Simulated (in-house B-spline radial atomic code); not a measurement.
How numerical settings move a run on W, [Xe] 4f14 5d4 6s2. Computed with an all-electron radial atomic-structure program (B-spline basis): Dirac-Hartree-Fock, average of configuration, Fermi nucleus of rms radius 5.3658 fm.

Command:
```bash
python run_scf.py task.json out
```
Settings of the sound reference run:
```
Z                74
electrons        74
configuration    [Xe] 4f14 5d4 6s2
hamiltonian      dirac
method           hf
spin_polarised   False
nucleus          fermi
rms_radius       5.3658
mass_number      184
atomic_mass      183.9509
speed_of_light   137.036
knot_spacing     0.22
spline_order     8
gauss_points     12
box_radius       50
max_iterations   70
damping          0.5
damped_steps     3
diis_vectors     10
tolerance        1e-08
start            Thomas-Fermi
```

Cost of the run: 1.5 s on 1 thread of AMD EPYC 9R45 96-Core Processor, on a shared host.

It converges in 11 iterations to -16156.135514 hartree, with 6s1/2 at -7.25683 eV. The other runs change the listed settings, some to values that make no sense; their results aren't properties of the atom or ion. Radii are in bohr (the nuclear one in fm), a minus after a letter asks for a j subshell, and «unchanged» means within 1e-8 hartree. The run stops when the residual is below 10 × tolerance × max(1, Z/10), or a noise floor if that is larger, and the energy moves by less than 1e-8 × √|E| hartree; so very loose and very tight tolerances often act alike.

| changed settings | outcome |
| --- | --- |
| diis_vectors = 4 | converged in 12 iterations, energy unchanged, 6s1/2 level -3.8e-06 eV |
| electrons = 75, configuration = [Xe] 4f14 5d4 6s3, max_iterations = 50 | stopped with error: shell 6s holds at most 2 electrons |
| box_radius = 2, max_iterations = 75, diis_vectors = 0 | converged in 19 iterations, energy +1.86e+01 hartree from the reference, 6s1/2 level +1.5e+02 eV (the program warns: 6s1/2 has a positive eigenvalue: unbound, held by the box; 5p3/2 has a positive eigenvalue: unbound, held by the box) |
| box_radius = 2 | converged in 10 iterations, energy +1.86e+01 hartree from the reference, 6s1/2 level +1.5e+02 eV (the program warns: 6s1/2 has a positive eigenvalue: unbound, held by the box; 5p3/2 has a positive eigenvalue: unbound, held by the box) |
| box_radius = 7.5 | converged in 11 iterations, energy +1.17e-02 hartree from the reference, 6s1/2 level +3.0e-01 eV (the program warns: 6s1/2 reaches the box edge; 5d3/2 reaches the box edge) |
| gauss_points = 5 | converged in 11 iterations, energy -3.08e-07 hartree from the reference |
| knot_spacing = 0.15, max_iterations = 60, damping = 0.95, tolerance = 1e-06, start = bare nucleus | converged in 15 iterations, energy -2.23e-07 hartree from the reference, 6s1/2 level +5.4e-04 eV |
| diis_vectors = 1 | not converged after 70 iterations, last residual 4.6e+00, last energy +9.34e+02 hartree from the reference |
| gauss_points = 3 | converged in 11 iterations, energy +2.58e-03 hartree from the reference, 6s1/2 level -5.3e-05 eV |
| box_radius = 10 | converged in 11 iterations, energy +6.65e-04 hartree from the reference, 6s1/2 level +2.6e-02 eV (the program warns: 6s1/2 reaches the box edge; 5d3/2 reaches the box edge) |
| gauss_points = 4 | converged in 11 iterations, energy +1.01e-05 hartree from the reference |
| box_radius = 5 | converged in 10 iterations, energy +2.01e-01 hartree from the reference, 6s1/2 level +3.3e+00 eV (the program warns: 6s1/2 reaches the box edge; 5s1/2 reaches the box edge) |
| max_iterations = 75, damped_steps = 30, start = bare nucleus | converged in 33 iterations, energy unchanged, 6s1/2 level -3.9e-06 eV |
| box_radius = 15 | converged in 11 iterations, energy +1.55e-06 hartree from the reference, 6s1/2 level +1.1e-04 eV (the program warns: 6s1/2 reaches the box edge) |

Problem. What happens with diis_vectors = 2?

Solution. Converged in 13 iterations, energy unchanged, 6s1/2 level -1.1e-05 eV.

Problem. What happens with spline_order = 4, first_knot = 0.000135, max_iterations = 5, tolerance = 1e-06?

Solution. Not converged after 5 iterations, last residual 4.6e-03, last energy +1.43e-02 hartree from the reference.

Problem. What happens with diis_vectors = 0?

Solution. Converged in 22 iterations, energy unchanged, 6s1/2 level -4.9e-06 eV.

Problem. What happens with box_radius = 3?

Solution. Converged in 10 iterations, energy +2.88e+00 hartree from the reference, 6s1/2 level +3.2e+01 eV (the program warns: 6s1/2 has a positive eigenvalue: unbound, held by the box; 5d3/2 has a positive eigenvalue: unbound, held by the box).
